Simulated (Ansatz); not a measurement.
Cost and result for the atomization energy of C4H3F5 (`FC1CC(F)(F)C1(F)F`) (12 atoms, 12 bonds).

```xyz
12

F     1.745   -1.422    0.103
C     0.867   -0.458    0.478
C     0.686    0.722   -0.493
C    -0.821    0.637   -0.262
F    -1.251    1.481    0.696
F    -1.621    0.762   -1.325
C    -0.627   -0.798    0.303
F    -0.826   -1.725   -0.642
F    -1.322   -1.131    1.393
H     1.078   -0.149    1.505
H     0.928    0.414   -1.511
H     1.164    1.667   -0.245
```

Total charge 0; spin multiplicity 1. The structure was optimised at the PBE0-D4/def2-TZVP level. Program: Ansatz. All runs use 2 threads of an AMD EPYC 7R13 on a shared host and a share of an NVIDIA H100 80 GB. Times are those of one run each, without the atoms' runs, and a repeat can differ threefold. Electronic energies, without spin–orbit coupling; frozen cores. CCSD(T)/CBS adds CCSD(T) − MP2 in def2-TZVPP to the MP2 limit, and its time is that of the two runs behind it. T1 = 0.012. B3LYP takes the VWN-RPA correlation (the form of Gaussian; ORCA's B3LYP/G). HSE06 is the plane-wave form, built on full-range PBE exchange.

CCSD(T)/CBS is a level of theory with its own doubt, some kJ/mol a heavy atom from the limit and from the frozen cores, so smaller differences don't rank the functionals.

| level | functions | atomization (kcal/mol) | difference from CCSD(T)/CBS | per bond |
| --- | --- | --- | --- | --- |
| HSE06-D4/def2-TZVPP | 321 | 1224.6 | 19.0 | 1.6 |
| PBE-QIDH/def2-TZVPP | 321 | 1206.8 | 1.2 | 0.1 |
| CCSD(T)/def2-TZVPP | 321 | 1172.8 | -32.8 | -2.7 |
| PBE-D4/def2-TZVPP (with forces) | 321 | 1266.4 | 60.8 | 5.1 |
| BHLYP-D4/def2-TZVPP | 321 | 1141.4 | -64.2 | -5.4 |
| B97M-V/def2-TZVPP | 321 | 1209.1 | 3.5 | 0.3 |
| r2SCANh-D4/def2-TZVPP | 321 | 1203.9 | -1.7 | -0.1 |
| CCSD(T)/CBS(def2) | – | 1205.6 | 0.0 | 0.0 |
| MP2/def2-QZVPP | 603 | 1241.7 | 36.1 | 3.0 |
| r2SCAN-D4/def2-TZVPP (with forces) | 321 | 1218.0 | 12.4 | 1.0 |
| B3LYP-D4/def2-TZVPP (with forces) | 321 | 1199.6 | -6.0 | -0.5 |
| LDA (SPW92)/def2-TZVPP | 321 | 1462.6 | 257.0 | 21.4 |
| CCSD(T)/def2-SVP | 141 | 1152.1 | -53.5 | -4.5 |

(1) Order the runs by time, with rough figures. (An estimate is asked.)

Results:

(1) Ansatz gave: BHLYP-D4/def2-TZVPP 4.5 s; CCSD(T)/def2-SVP 5.5 s; r2SCANh-D4/def2-TZVPP 6.5 s; PBE-D4/def2-TZVPP (with forces) 6.5 s; LDA (SPW92)/def2-TZVPP 7 s; PBE-QIDH/def2-TZVPP 7 s; HSE06-D4/def2-TZVPP 7.5 s; B97M-V/def2-TZVPP 7.5 s; MP2/def2-QZVPP 8 s; B3LYP-D4/def2-TZVPP (with forces) 9.6 s; r2SCAN-D4/def2-TZVPP (with forces) 10 s; CCSD(T)/def2-TZVPP 15 s; CCSD(T)/CBS(def2) 23 s.

From PBE to PBE0 (25 % exact exchange), in def2-TZVPP and without D4, the atomization energy moves by −42.1 kcal/mol: exact exchange takes away binding that semilocal exchange gives to molecules. The D4 term adds +9.8 kcal/mol with B3LYP and +5.1 kcal/mol with PBE0; it sums over pairs of atoms, weighted by their polarisabilities, and B3LYP, whose exchange is more repulsive, gets the larger term. At CCSD(T), def2-SVP lies −53.6 kcal/mol from the extrapolated value and def2-TZVPP −32.8 kcal/mol: correlation converges slowly with the basis, and small sets miss more of it in the bonded molecule than in its fragments.
